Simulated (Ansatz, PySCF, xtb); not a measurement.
Gas-phase reaction 0.5 R1 + 1.5 R2 → P1, each structure at its B3LYP-D3(BJ)/def2-TZVP stationary point, reached from a drawn start (curvature not checked).
R1: N2 (SMILES N#N), charge 0, multiplicity 1.
P1, NH3 (SMILES N) (charge 0, multiplicity 1):
```xyz
4

N      0.0000     0.0000     0.2791
H      0.0000     0.9428    -0.0931
H      0.8165    -0.4714    -0.0931
H     -0.8165    -0.4714    -0.0931
```
R2, H2 (SMILES [H][H]) (charge 0, multiplicity 1, Z-matrix in Å and degrees):
```
H
H 1 0.7440
```

P less R. No zero-point or thermal terms.

Run with Ansatz (a program for electronic structure); PySCF for the D3/D4 terms; xtb for the GFN methods. No computed number here is a measurement.

Task: One of these levels gives -2.972 eV for the reaction energy. Which one is it?
A) HF/cc-pVDZ
B) PBE-D3(BJ)/def2-TZVPP
C) revPBE/def2-TZVPP
D) GFN1-xTB

Result: D, GFN1-xTB. The others give -0.678 (HF/cc-pVDZ), -0.980 (PBE-D3(BJ)/def2-TZVPP), -0.785 (revPBE/def2-TZVPP)
